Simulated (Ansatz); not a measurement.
Computed with Ansatz on PBE0-D4/def2-TZVP structures; ΔE is electronic, products minus reactants. CBS: MP2 limit from def2 TZ/QZ plus the TZ coupled-cluster correction, frozen cores. This one scheme is used for every species. DFT in def2-TZVPP. HSE06 is defined as in plane-wave codes. def2 core potentials past Kr. For I outer-core shells are correlated without core-valence functions, which leaves a few kJ/mol of doubt a bond. Each species was taken in one conformer, which may not be the lowest.

Reaction (ligand exchange at a B–C bond): `BBCBI` + `C=N` → `C=NBI` + `BBC`

| level | ΔE (kJ/mol) |
| --- | --- |
| ωB97M-V | -84.7 |
| HSE06 | -91.9 |
| BHLYP | -94.0 |
| RPA@PBE/def2-TZVPP | -68.5 |

Problem. What does CCSD(T)/CBS give? (Best estimate.)

Solution. Computed: -77.1 kJ/mol. The listed levels differ from it by -7.6, -14.8, -16.9, 8.6 kJ/mol.

Largest T1 diagnostic among the species: 0.013.

In def2-TZVPP, CCSD(T) changes the Hartree–Fock value by +7.0 kJ/mol (the triples alone add +0.5 kJ/mol) and MP2 by +5.2 kJ/mol. From PBE to PBE0 (25 % exact exchange), in def2-TZVPP and without D4, ΔE moves by +5.4 kJ/mol. The D4 term adds +4.1 kJ/mol with B3LYP and +2.4 kJ/mol with PBE0; it sums over pairs of atoms, weighted by their polarisabilities, and B3LYP, whose exchange is more repulsive, gets the larger term.

B3LYP here is the variant with VWN-RPA as its local correlation; programs differ in this.
